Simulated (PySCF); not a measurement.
Input for PySCF:
```python
from pyscf import gto, scf, dft

mol = gto.Mole()
mol.atom = '''
    Br   -0.00000000   -0.00000000   -1.14062493
    Br    0.00000000    0.00000000    1.14062493
'''
mol.basis = 'sto-3g'
mol.verbose = 3
mol.build()

mf = dft.RKS(mol)
mf.xc = 'b3lyp'
mf = mf.density_fit(auxbasis='def2-universal-jkfit')
mf.kernel()
mf.analyze()
```

### Question
What is the computed dipole moment (DF-B3LYP/STO-3G (PySCF))?

### Answer
0.00 D

### Question
Give the HOMO-LUMO gap at the level DF-B3LYP/STO-3G.

### Answer
4.98 eV

### Question
Estimate the number of basis functions that DF-B3LYP/STO-3G returns for this input.

### Answer
36
